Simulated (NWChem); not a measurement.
System: CH9NSi2; SMILES C[SiH2]N[SiH3]

Here is an NWChem input.

```
start job
memory heap 200 mb stack 900 mb global 1100 mb
geometry units angstroms noautosym nocenter noautoz
  C      0.581320     2.458232    -0.259016
  Si    -0.555419     1.053062     0.243517
  N      0.324052    -0.425121     0.546345
  Si     0.119723    -2.005925    -0.149922
  H      1.135259     2.208462    -1.176907
  H      0.001681     3.377170    -0.442196
  H      1.314475     2.679302     0.533064
  H     -1.321674     1.484481     1.458848
  H     -1.529829     0.745648    -0.846405
  H      1.015431    -0.370692     1.291336
  H      1.426870    -2.558245    -0.628460
  H     -0.815471    -1.876370    -1.304943
  H     -0.443786    -3.005014     0.814702
end
basis spherical
  * library 6-31g*
end
dft
  xc m06-2x
  iterations 150
end
cosmo
  do_cosmo_smd true
  solvent clbenzen
end
task dft energy
```

Excerpt of the output:

```
             Northwest Computational Chemistry Package (NWChem) 7.3.0
             --------------------------------------------------------

                             Geometry "geometry" -> ""
                             -------------------------

 Output coordinates in angstroms (scale by  1.889725989 to convert to a.u.)

  No.       Tag          Charge          X              Y              Z
 ---- ---------------- ---------- -------------- -------------- --------------
    1 C                    6.0000     0.58132000     2.45823200    -0.25901600
    2 Si                  14.0000    -0.55541900     1.05306200     0.24351700
    3 N                    7.0000     0.32405200    -0.42512100     0.54634500
    4 Si                  14.0000     0.11972300    -2.00592500    -0.14992200
    5 H                    1.0000     1.13525900     2.20846200    -1.17690700
    6 H                    1.0000     0.00168100     3.37717000    -0.44219600
    7 H                    1.0000     1.31447500     2.67930200     0.53306400
    8 H                    1.0000    -1.32167400     1.48448100     1.45884800
    9 H                    1.0000    -1.52982900     0.74564800    -0.84640500
   10 H                    1.0000     1.01543100    -0.37069200     1.29133600
   11 H                    1.0000     1.42687000    -2.55824500    -0.62846000
   12 H                    1.0000    -0.81547100    -1.87637000    -1.30494300
   13 H                    1.0000    -0.44378600    -3.00501400     0.81470200

 Effective nuclear repulsion energy (a.u.)     220.9973123164

                                 NWChem DFT Module
                                 -----------------

 Summary of "ao basis" -> "ao basis" (spherical)
 ------------------------------------------------------------------------------
       Tag                 Description            Shells   Functions and Types
 ---------------- ------------------------------  ------  ---------------------
 C                           6-31g*                  6       14   3s2p1d
 Si                          6-31g*                  8       18   4s3p1d
 N                           6-31g*                  6       14   3s2p1d
 H                           6-31g*                  2        2   2s

 in cosmo_initialize ...
 calling solv_data for solv:clbenzen

 solvent parameters
 solvname_short: clbenzen
 solvname_long:  chlorobenzene
 dielec:        5.6968
 dielecinf:     2.3229
 nonaqueous SMD model solvent descriptors
 dielec:        5.6968
 sola:          0.0000
 solb:          0.0700
 solc:          0.8570
 solg:         47.4800
 solh:          0.1430
 soln:          1.5241

          ---------------
          -cosmo- solvent
          ---------------
 Cosmo: York-Karplus, doi: 10.1021/jp992097l
 dielectric constant -eps-     =   5.70
 screen = (eps-1)/(eps    )    =   0.82446
 surface charge correction     = lagrangian

   van der Waals surface
 --------------------------

[...]

                                COSMO-SMD solvation results
                                ---------------------------

             internal energy in gas <Psi(g)|H|Psi(g)> =      -677.152380117928
         internal energy in solvent <Psi(s)|H|Psi(s)> =      -677.151986674964
                               delta internal energy  =         0.000393442964 (    0.25 kcal/mol)
   total free energy in solvent <Psi(s)|H+V/2|Psi(s)> =      -677.156273083262
 polarization energy contribution <Psi(s)|V/2|Psi(s)> =        -0.004286408299 (   -2.69 kcal/mol)
    total free energy in solvent including G(SMD-CDS) =      -677.155932075723
                       G(SMD-CDS) energy contribution =         0.000341007539 (    0.21 kcal/mol)
     1 M fixed-concentration free energy of solvation =        -0.003551957795 (   -2.23 kcal/mol)

                       DFT Final Molecular Orbital Analysis
                       ------------------------------------

 Vector   23  Occ=2.000000D+00  E=-3.842852D-01
              MO Center= -5.1D-01,  3.3D-01,  3.6D-01, r^2= 5.9D+00
   Bfn.  Coefficient  Atom+Function         Bfn.  Coefficient  Atom+Function
  ----- ------------  ---------------      ----- ------------  ---------------
    23      0.298841   2 Si pz               72      0.257548   8 H  s
    71      0.213019   8 H  s                82     -0.187537  13 H  s
    55     -0.175680   4 Si pz               81     -0.151283  13 H  s
     5     -0.147268   1 C  pz               74     -0.143228   9 H  s
    19     -0.122532   2 Si pz               73     -0.117355   9 H  s

 Vector   24  Occ=2.000000D+00  E=-3.748327D-01
              MO Center= -1.3D-01,  8.7D-01, -2.5D-01, r^2= 4.8D+00
   Bfn.  Coefficient  Atom+Function         Bfn.  Coefficient  Atom+Function
  ----- ------------  ---------------      ----- ------------  ---------------
    22     -0.243732   2 Si py                4      0.241244   1 C  py
    74      0.242175   9 H  s                21     -0.222019   2 Si px
     3      0.204629   1 C  px               73      0.194749   9 H  s
    78      0.155906  11 H  s                 8      0.148159   1 C  py
    53      0.141858   4 Si px                7      0.126953   1 C  px

 Vector   25  Occ=2.000000D+00  E=-3.081327D-01
              MO Center=  1.6D-01, -2.8D-01,  4.5D-01, r^2= 3.7D+00
   Bfn.  Coefficient  Atom+Function         Bfn.  Coefficient  Atom+Function
  ----- ------------  ---------------      ----- ------------  ---------------
    35      0.320391   3 N  px               37     -0.320127   3 N  pz
    39      0.298807   3 N  px               41     -0.298994   3 N  pz
    82      0.213035  13 H  s                72      0.207111   8 H  s
    78     -0.176723  11 H  s                 4      0.148279   1 C  py
     6     -0.127200   1 C  s                71      0.120738   8 H  s

 Vector   26  Occ=0.000000D+00  E= 5.285017D-02
              MO Center=  3.4D-02, -1.2D+00,  1.1D-01, r^2= 6.5D+00
   Bfn.  Coefficient  Atom+Function         Bfn.  Coefficient  Atom+Function
  ----- ------------  ---------------      ----- ------------  ---------------
    38      1.042300   3 N  s                58     -0.785103   4 Si py
    59     -0.521232   4 Si pz               26      0.370497   2 Si py
    25     -0.350479   2 Si px               80     -0.273095  12 H  s
    27     -0.220307   2 Si pz               57     -0.213873   4 Si px
    54     -0.183111   4 Si py               74     -0.174730   9 H  s

 Vector   27  Occ=0.000000D+00  E= 9.313710D-02
              MO Center= -5.1D-01,  5.6D-01,  1.4D-01, r^2= 6.6D+00
   Bfn.  Coefficient  Atom+Function         Bfn.  Coefficient  Atom+Function
  ----- ------------  ---------------      ----- ------------  ---------------
     6      1.226130   1 C  s                26     -1.013415   2 Si py
    25     -0.733063   2 Si px               57     -0.476650   4 Si px
    78      0.373332  11 H  s                58     -0.336073   4 Si py
    39      0.328555   3 N  px               24     -0.306714   2 Si s
    82     -0.301099  13 H  s                 8     -0.273309   1 C  py

 Vector   28  Occ=0.000000D+00  E= 1.075888D-01
              MO Center=  3.6D-01, -1.8D+00,  2.8D-01, r^2= 5.5D+00
   Bfn.  Coefficient  Atom+Function         Bfn.  Coefficient  Atom+Function
  ----- ------------  ---------------      ----- ------------  ---------------
    80      1.131128  12 H  s                57      1.015293   4 Si px
    59      0.912214   4 Si pz               58     -0.806253   4 Si py
    78     -0.613095  11 H  s                82     -0.492515  13 H  s
    27     -0.437363   2 Si pz               74     -0.292836   9 H  s
     6      0.283904   1 C  s                26     -0.274392   2 Si py

     Multipole analysis of the density
     ---------------------------------

     L   x y z        total         alpha         beta         nuclear
     -   - - -        -----         -----         ----         -------
     0   0 0 0     -0.000000    -25.000000    -25.000000     50.000000

     1   1 0 0      0.493640     -0.168443     -0.168443      0.830527
     1   0 1 0      0.312895     -0.900103     -0.900103      2.113101
     1   0 0 1      0.260197     -2.968757     -2.968757      6.197712

     2   2 0 0    -31.992483    -48.698363    -48.698363     65.404243
     2   1 1 0      0.244948      4.000343      4.000343     -7.755739
     2   1 0 1      1.833966      4.418847      4.418847     -7.003729
     2   0 2 0    -31.688892   -292.305152   -292.305152    552.921412
     2   0 1 1     -0.279408     -4.342634     -4.342634      8.405860
     2   0 0 2    -31.315979    -38.468940    -38.468940     45.621901
```

Level: M06-2X/6-31G* (spherical d), SMD on the gas-phase geometry. Structure relaxed at the PBE0/def2-SVP level. Not confirmed as a minimum by frequencies. Solvent: chlorobenzene.
